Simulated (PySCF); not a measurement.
Electron correlation in Mg¹⁰⁺ (magnesium, charge +10)

1s2, closed-shell 1S. Calculation: PySCF 2.14, in an even-tempered Gaussian basis (15 s from 5.3 bohr⁻², ratio 2.2; 7 p from 8.2 bohr⁻², ratio 2.4; 4 d from 25 bohr⁻², ratio 2.4; 3 f from 37 bohr⁻², ratio 2.4; 3 g from 55 bohr⁻², ratio 2.4); no relativity, point nucleus. Frozen: nothing; 2 electrons correlated; the 11 highest virtual orbitals of each spin left out.

With two correlated electrons CCSD is exact within the correlated space (frozen core and kept virtual orbitals).

```
level  correlation energy (mhartree)
 CCSD                         -45.21
```

Diagnostics: T1 = 1.6e-05, D1 = 0.0000, largest double amplitude 0.003.

Cost of the coupled-cluster step: about 3 core-seconds, for 2 correlated electrons.

Iterations:

```
CC2 = 0
CCSD nocc = 1, nmo = 93
frozen orbitals [93, 94, 95, 96, 97, 98, 99, 100, 101, 102, 103]
max_cycle = 100
direct = 0
conv_tol = 1e-08
conv_tol_normt = 1e-06
diis_space = 8
diis_start_cycle = 0
Init t2, MP2 energy = -136.655278613473  E_corr(MP2) -0.0442465946700987
Init E_corr(CCSD) = -0.0442465946700994
cycle = 1  E_corr(CCSD) = -0.0451710883143452  dE = -0.000924493644  norm(t1,t2) = 0.000355234
cycle = 2  E_corr(CCSD) = -0.0452114003328929  dE = -4.03120185e-05  norm(t1,t2) = 1.68261e-05
cycle = 3  E_corr(CCSD) = -0.0452132052065878  dE = -1.80487369e-06  norm(t1,t2) = 8.74632e-07
cycle = 4  E_corr(CCSD) = -0.0452131964101598  dE = 8.79642809e-09  norm(t1,t2) = 1.24972e-08
CCSD converged
E(CCSD) = -136.6562452152128  E_corr = -0.04521319641015975
```
